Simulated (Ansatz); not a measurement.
[SmCl6]3- (SmCl6³⁻), relaxed as a sextet with UKS PBE-D4/def2-SVP in Ansatz, starting from the GFN2-xTB geometry. Force threshold 0.03 eV/Å.

In the def2 sets Sm takes a core potential; there is no spin–orbit coupling. With an open 4f shell the SCF may have ended on a state above the lowest. A multiply charged anion in the gas phase is held together partly by the finite basis. The charge -3 sextet is spin-contaminated (final ⟨S²⟩ up to 8.88, 8.75 for a pure state). The highest occupied level of the charge -3 sextet lies above zero (up to 5.53 eV). The electron is either unbound and held by the finite basis, or the level is raised by self-interaction error.

Start:

```xyz
7

Sm   -0.002   -0.001   -0.001
Cl   -1.565   -1.788   -1.309
Cl    1.561    1.778    1.325
Cl    1.930   -0.287   -1.886
Cl   -1.929    0.292    1.881
Cl    1.104   -2.020    1.428
Cl   -1.098    2.024   -1.438
```

| step | energy (eV) | largest force component (eV/Å) | SCF passes |
| --- | --- | --- | --- |
| 1 | -92994.5688 | 0.543 | 170 |
| 2 | -92994.6754 | 0.075 | 44 |
| 3 | -92994.6774 | 0.015 | 39 |
| 4 | -92994.6774 | 0.002 | 23 |
| 5 | -92994.6774 | 0.001 | 16 |

Force components are those of the run's own axes.

End:

```xyz
7

Sm    0.000    0.000    0.000
Cl   -1.602   -1.832   -1.355
Cl    1.602    1.832    1.355
Cl    1.993   -0.300   -1.951
Cl   -1.993    0.300    1.951
Cl    1.129   -2.077    1.473
Cl   -1.129    2.077   -1.473
```

By distances, no bond broke or formed. The bond that changes most is Sm1–Cl5, from 2.71 to 2.80 Å (atoms count from 1).

The force fell under the threshold at step 3, but the optimiser went on. No frequencies were taken in this run, so the end may be a saddle point.

It took 47 s on 4 threads of Arm Neoverse V2 on a shared host, peak host memory 0.78 GiB.
